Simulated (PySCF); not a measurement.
Compound: C₅H₄FN.
Numbering: `[CH:1]#[C:2][C@H:3]([C:4]#[N:5])[CH2:6][F:7]` (hydrogens: H8 on C1; H9 on C3; H10, H11 on C6)

Cartesian coordinates in Å at the GFN2-xTB level; atoms count from 1:
```
atom  x, y, z in Å
C1     1.9678   -0.9549    0.9026
C2     1.1352   -0.3318    0.3129
C3     0.0849    0.4021   -0.3790
C4    -0.1605    1.6482    0.3205
N5    -0.3528    2.6250    0.8795
C6    -1.2169   -0.4162   -0.4485
F7    -1.0631   -1.4590   -1.3199
H8     2.7107   -1.4997    1.4036
H9     0.4125    0.6321   -1.4025
H10   -2.0431    0.1984   -0.8237
H11   -1.4692   -0.8416    0.5285
```

Vertical excitations from PySCF (density fitting, frozen core in the response, grid level 2 and gas phase unless stated; continuum runs use non-equilibrium linear response for the excitations) on a GFN2-xTB geometry. Reference run:

```json
{"settings": "PBE/ANO-RCC-VDZP, TDA, 25 singlets", "S1, eV (f)": "6.36 (0.003)", "S2, eV (f)": "6.47 (0.006)", "S3, eV (f)": "6.49 (0.011)", "S4, eV (f)": "6.76 (0.014)", "S5, eV (f)": "6.92 (0.001)", "S6, eV (f)": "7.05 (0.071)", "T1, eV (Tamm–Dancoff)": "–", "mean α (au)": "54.3"}
```

Problem. What do these settings give: PBE0/pcseg-1, IEF-PCM tetrahydrofuran, grid level 3, start guess vsap, full TDDFT, 1 singlet?

Solution. 
```tsv
settings	S1, eV (f)	S2, eV (f)	S3, eV (f)	S4, eV (f)	S5, eV (f)	S6, eV (f)	T1, eV (Tamm–Dancoff)	mean α (au)
PBE0/pcseg-1, IEF-PCM tetrahydrofuran, grid level 3, start guess vsap, full TDDFT, 1 singlet	6.67 (0.002)	–	–	–	–	–	5.47	61.1
```

S1 moves by +0.31 eV; functional, basis, environment and response scheme change together, so the shift can't be laid on one. States are counted by energy in each run and needn't keep their character from row to row.

ANO-RCC sets were contracted for a scalar-relativistic Hamiltonian, but ran non-relativistically here.

Problem. Which orbital pairs make up S1 in each run, and how does it sit against the orbital gap?

Solution. 
```csv
settings,S1 configurations (weight),S1 (eV),orbital gap (eV),S1 − gap (eV)
"PBE/ANO-RCC-VDZP, TDA, 25 singlets","H→L 0.61, H−1→L 0.20, H→L+1 0.11",6.36,6.28,+0.08
"PBE0/pcseg-1, IEF-PCM tetrahydrofuran, grid level 3, start guess vsap, full TDDFT, 1 singlet","H→L 0.75, H→L+3 0.08",6.67,8.55,-1.88
```

One conformer (not necessarily the lowest) at the GFN2-xTB geometry, without vibrations or thermal averaging. The basis is contracted for a relativistic Hamiltonian, but the run is non-relativistic.
